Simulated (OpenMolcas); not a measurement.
Computed levels of 5s² 5p² in ions with 50 electrons, in cm-1 above ³P₀.

* Program: OpenMolcas 26.06
* Method: CASSCF
* Basis: ANO-RCC-VTZP
* Scalar Hamiltonian: DKH2, point nucleus
* Spin-orbit coupling: RASSI with atomic mean-field integrals over the reference wave functions, term energies averaged over their components

Active space for each ion: 4 electrons in 4 orbitals (5s 5p).

```tsv
Level	Sn	Sb+	I3+	Xe4+
³P₁	1503	2655	6031	7983
³P₂	3238	5317	10601	13441
¹D₂	10686	14489	23362	28371
¹S₀	17775	23546	35726	42362
```

Estimate ³P₂, ¹D₂, ¹S₀ for Te2+ from its neighbours Sb+ and I3+.

³P₂ is fine structure, which grows about as the fourth power of a screened charge, so the fourth roots are averaged: ((5317^0.25 + 10601^0.25) / 2)^4 = 7620. The calculation gives 7757, so the estimate is off by -1.8 %; the measured value is 8167 (the list in Zhang, Palmeri, Quinet and Biemont, Astron. Astrophys. 551, A136 (2013)).
¹D₂ is another term, which grows about linearly with the charge: (14489 + 23362) / 2 = 18926. The calculation gives 18620, so the estimate is off by +1.6 %; the measured value is 17360 (the list in Zhang, Palmeri, Quinet and Biemont, Astron. Astrophys. 551, A136 (2013)).
¹S₀ is another term, which grows about linearly with the charge: (23546 + 35726) / 2 = 29636. The calculation gives 29454, so the estimate is off by +0.6 %; the measured value is 30398 (the list in Zhang, Palmeri, Quinet and Biemont, Astron. Astrophys. 551, A136 (2013)).

Terms from blocks run as CI alone lack orbitals of their own. Some high roots are left out of the spin-orbit mixing, which shifts the levels that they would mix with (holds for Sn; Sb+). Computed and measured levels are paired by configuration, term and J; levels that our copy of the source lacks, or whose pairing is in doubt (as where it misses far off the trend of its configuration), stay unpaired and out of the deviations. Only configurations of the active space appear.
